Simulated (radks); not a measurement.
The numbers below are computed, except where a source is named.
Species: the terbium ion Tb3+. Configuration: [Kr] 4d10 4f8 5p6 6p2 (not the ground configuration). Code: a radial shooting solver on a logarithmic mesh with Libxc functionals. Model: scalar-relativistic Kohn-Sham, PBE, spin-polarised, spherical densities, point nucleus; open shells are filled with parallel spins first (spin-orbit coupling, left out, can overturn this in heavy ions).

Local quantities along the radius. ELF = 1/(1 + alpha^2) is the electron localisation function; alpha = (tau - tau_W)/tau_unif compares the Pauli kinetic energy density with that of the uniform gas (summed over spins). tau is taken from the large components.

| r (bohr) | ELF | alpha |
|---|---|---|
| 0.0008979 | 0.999 | 0.02370 |
| 0.001045 | 0.999 | 0.02393 |
| 0.001207 | 0.999 | 0.02431 |
| 0.001405 | 0.999 | 0.02490 |
| 0.001636 | 0.999 | 0.02574 |
| 0.001905 | 0.999 | 0.02686 |
| 0.002217 | 0.999 | 0.02834 |
| 0.002581 | 0.999 | 0.03027 |
| 0.002981 | 0.999 | 0.03264 |
| 0.00347 | 0.999 | 0.03587 |
| 0.00404 | 0.998 | 0.04012 |
| 0.004703 | 0.998 | 0.04577 |
| 0.005475 | 0.997 | 0.05339 |
| 0.006374 | 0.996 | 0.06386 |
| 0.007361 | 0.994 | 0.07767 |
| 0.00857 | 0.990 | 0.09847 |
| 0.009977 | 0.984 | 0.1292 |
| 0.01161 | 0.970 | 0.1760 |
| 0.01352 | 0.942 | 0.2489 |
| 0.01574 | 0.883 | 0.3639 |
| 0.01818 | 0.780 | 0.5317 |
| 0.02116 | 0.617 | 0.7882 |
| 0.02464 | 0.450 | 1.106 |
| 0.02868 | 0.347 | 1.372 |
| 0.03339 | 0.333 | 1.417 |
| 0.03856 | 0.399 | 1.228 |
| 0.04489 | 0.531 | 0.9401 |
| 0.05226 | 0.662 | 0.7151 |
| 0.06084 | 0.734 | 0.6013 |
| 0.07083 | 0.734 | 0.6024 |
| 0.08245 | 0.648 | 0.7375 |
| 0.09523 | 0.494 | 1.011 |
| 0.1109 | 0.359 | 1.335 |
| 0.1291 | 0.358 | 1.340 |
| 0.1502 | 0.494 | 1.011 |
| 0.1749 | 0.661 | 0.7166 |
| 0.2036 | 0.739 | 0.5936 |
| 0.2352 | 0.703 | 0.6494 |
| 0.2738 | 0.500 | 1.001 |
| 0.3187 | 0.261 | 1.682 |
| 0.371 | 0.266 | 1.662 |
| 0.4319 | 0.506 | 0.9879 |
| 0.4988 | 0.692 | 0.6665 |
| 0.5807 | 0.729 | 0.6090 |
| 0.676 | 0.650 | 0.7339 |
| 0.787 | 0.476 | 1.048 |
| 0.9162 | 0.321 | 1.456 |
| 1.067 | 0.298 | 1.534 |
| 1.232 | 0.387 | 1.257 |
| 1.434 | 0.481 | 1.038 |
| 1.669 | 0.431 | 1.149 |
| 1.944 | 0.204 | 1.977 |
| 2.263 | 0.079 | 3.417 |
| 2.634 | 0.158 | 2.310 |
| 3.042 | 0.478 | 1.045 |
| 3.541 | 0.668 | 0.7054 |
| 4.123 | 0.626 | 0.7729 |
| 4.799 | 0.428 | 1.155 |
| 5.587 | 0.170 | 2.210 |
| 6.505 | 0.032 | 5.486 |
| 7.512 | 0.003 | 17.06 |
| 8.745 | 0.000 | 77.88 |

On this mesh the ELF has minima near r = 0.033, 0.13, 0.32, 1.1, 2.3 bohr, which separate the shells, and maxima near 0.061 (0.73), 0.20 (0.74), 0.58 (0.73), 1.4 (0.48), 3.5 (0.67).
